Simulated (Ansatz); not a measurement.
# What each rung costs, and what it gives

Saddle point of SiN2H8O, singlet (SiN₂H₆ ([NH2][SiH2][NH2]) + H₂O → SiNH₅O ([NH2][SiH2][OH]) + NH₃; bonds formed: Si1–O7, N2–H6; bonds broken: Si1–N2, H6–O7), PBE0-D4/def2-TZVP structure:

Si1  (-0.328, -0.503, 0.242)
N2  (1.214, 0.569, -0.039)
H3  (-1.549, -1.206, -0.297)
H4  (0.289, -1.463, 1.200)
N5  (-1.252, 0.829, 0.845)
H6  (1.153, -0.222, -1.173)
O7  (0.540, -1.129, -1.421)
H8  (1.066, 1.567, -0.096)
H9  (1.991, 0.378, 0.581)
H10  (-0.876, 1.568, 1.416)
H11  (-2.248, 0.728, 0.957)
H12  (-0.002, -1.117, -2.214)
(Å)

Barriers are electronic and count from the start structure reached by relaxing down the imaginary mode.

Computed with Ansatz 0.2.0 (basis: as named in each row); correlated methods freeze the cores. B3LYP uses VWN-RPA correlation. Extrapolation: Hartree–Fock as exp(−7.88 √X), correlation as X^−2.97.

Times are rough, for one single point on 4 threads of a shared host (Arm Neoverse V1).

The estimate by CCSD(T) at an estimated basis limit (MP2 extrapolated from triple and quadruple zeta, plus CCSD(T) − MP2 in triple zeta) is 1.155 eV.

```
      method       basis  time (s)  barrier (eV)  method less estimate
          HF      STO-3G   under 1         1.390                 0.235
      PBE-D4      STO-3G   under 1        -0.443                -1.599
       SPW92    def2-SVP   under 1         0.235                -0.920
      PBE-D4    def2-SVP   under 1         0.608                -0.547
    B3LYP-D4       6-31G   under 1         0.607                -0.548
     PBE0-D4    def2-SVP   under 1         0.791                -0.365
       SPW92  def2-TZVPP         1         0.525                -0.631
      PBE-D4  def2-TZVPP         2         0.874                -0.281
     BLYP-D4  def2-TZVPP         2         1.050                -0.106
    B3LYP-D4  def2-TZVPP         2         1.136                -0.019
    BHLYP-D4  def2-TZVPP         2         1.281                 0.126
     PBE0-D4  def2-TZVPP         3         1.006                -0.149
CAM-B3LYP-D4  def2-TZVPP         3         1.123                -0.032
   r2SCAN-D4  def2-TZVPP         4         0.954                -0.202
     wB97M-V    def2-SVP         4         0.810                -0.345
     CCSD(T)    def2-SVP         4         1.047                -0.109
  r2SCAN0-D4  def2-TZVPP         4         1.048                -0.108
      B2PLYP  def2-TZVPP         5         1.156                 0.000
    PBE-QIDH  def2-TZVPP         5         1.076                -0.079
  RPA on PBE  def2-TZVPP         5         1.113                -0.042
     wB97X-V  def2-TZVPP         6         1.098                -0.057
     wB97M-V  def2-TZVPP         8         1.060                -0.096
      B97M-V  def2-TZVPP         8         1.086                -0.069
         MP2  def2-QZVPP        22         1.088                -0.067
     CCSD(T)  def2-TZVPP       130         1.127                -0.028
```

All methods are single points on the PBE0-D4 structures; a negative value means that the method puts the saddle structure below the start.

No T1 diagnostic of these runs exceeds 0.011.

The step is the kind of ligand exchange by which a precursor binds to a hydroxyl group, or is hydrolysed, in atomic layer deposition of oxides.

Labels in which every atom is bracketed show which atoms are joined, not bond orders.
